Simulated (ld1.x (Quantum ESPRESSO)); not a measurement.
# S: one change to an ultrasoft potential, before and after

| Item | Value |
| --- | --- |
| Element | S |
| Generator | ld1.x (Quantum ESPRESSO) 7.5 |
| Type | ultrasoft |
| Functional | LDA (PZ) |
| Relativity | scalar-relativistic |
| Frozen core | [Ne] |
| Valence charge | 6 |
| Reference configuration | 3s2 3p4 |
| Partial waves | 3s (bound): rcut 1.15, rcutus 1.60 bohr; 3s channel at 2.15 Ry: rcut 1.15, rcutus 1.60 bohr; 3p (bound): rcut 1.45, rcutus 1.55 bohr; 3p channel at 0.85 Ry: rcut 1.45, rcutus 1.55 bohr; 3d channel at 0.15 Ry: rcut 0.95, rcutus 1.35 bohr; 3d channel at 2 Ry: rcut 0.95, rcutus 1.35 bohr |
| Local potential | all-electron potential smoothed inside 1.25 bohr (lloc = -1) |
| Core correction | none |
| Augmentation charge | built from norm-conserving waves at rcut, not smoothed further |

Change: type TM; waves now 3p (bound): rc 1.55 bohr; 3d channel at 0.15 Ry: rc 1.35 bohr; 3s (bound): rc 1.60 bohr; local potential the s channel.

Cutoffs: the cutoffs (Ry, on a coarse ladder) from which the occupation-weighted sum of valence levels, in a spherical-Bessel basis at the reference potential, stays within 10 and 1 mRy of its value at 400 Ry; they do not see the model core or the augmentation charge, which bear on the density cutoff. Errors are all-electron minus pseudo energies relative to the spin-unpolarised reference configuration.

Task: How do hardness, ghosts and transferability respond?

Result: The potential gets harder (18 Ry and 30 Ry → 35 Ry and 55 Ry); of the 9 tests that both files solve, the error grows in 6 and shrinks in 0 by more than 15 % and 0.3 meV (median size 23.2 → 38.5 meV); neither file shows a bound ghost. Several settings change at once here, so the effects cannot be laid on one of them.

| quantity | base | changed |
| --- | --- | --- |
| cutoff, loose | 18 Ry | 35 Ry |
| cutoff, tight | 30 Ry | 55 Ry |
| loose cutoff by channel (10 mRy a level) | s 6 Ry, p 12 Ry | p 10 Ry, s 21 Ry |
| bound ghosts | none | none |
| error for 3s2 3p3, meV [ΔE 11.86 eV] | +2.0 | +5.0 |
| error for 3s2 3p2, meV [ΔE 34.24 eV] | +23 | +38 |
| error for 3s2 3p1, meV [ΔE 68.39 eV] | +105 | +143 |
| error for 3s2 3p0, meV [ΔE 115.38 eV] | +333 | +393 |
| error for 3s1 3p4, meV [ΔE 22.66 eV] | +5.6 | +9.6 |
| error for 3s2 3p4.3, meV [ΔE -1.74 eV] | +0.2 | +0.4 |
| error for 3s2 3p3.5, meV [ΔE 4.71 eV] | +0.1 | +0.7 |
| error for 3s2 3p4 (spin-polarised), meV [ΔE -0.71 eV] | +63 | +63 |
| error for 3s2 3p3 (spin-polarised), meV [ΔE 9.90 eV] | +200 | +202 |
| s: phases at 1.75 bohr within 0.05 rad from the reference energy up to (Ry; the scan ends near 5) | to the end of the scan | 4.3 |
| p: phases at 1.75 bohr within 0.05 rad from the reference energy up to (Ry; the scan ends near 5) | to the end of the scan | to the end of the scan |
| d: phases at 1.75 bohr within 0.05 rad from the reference energy up to (Ry; the scan ends near 5) | to the end of the scan | to the end of the scan |
